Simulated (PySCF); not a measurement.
C4H4Cl2, SMILES C(=CCl)=C(Cl)C. Geometry: PBE-D3(BJ)/def2-SVP.

These are PBE-D3(BJ)/def2-SVP (PySCF) values and carry that method's errors.

Harmonic wavenumbers (cm⁻¹): 88, 104, 184, 235, 290, 380, 479, 515, 621, 736, 763, 919, 997, 1063, 1166, 1325, 1348, 1388, 1410, 2011, 2974, 3056, 3094, 3108. Rotational constants (GHz): 4.720, 0.9323, 0.8297; symmetry number 1.

Problem. Work out the zero-point energy and the ideal-gas rigid-rotor harmonic-oscillator thermochemistry at 298.15 K and 1 atm.

Solution. ZPE = ½ Σ hcν = ½ × 28254 cm⁻¹ = 169.00 kJ/mol. H − E(el) = 190.21 kJ/mol. Entropy in J/(mol K): translation 168.76, rotation 120.78, vibration 68.61, total 358.15. G − E(el) = 83.42 kJ/mol. Cp = 106.96 J/(mol K). Modes under 150 cm⁻¹ make the vibrational entropy uncertain.
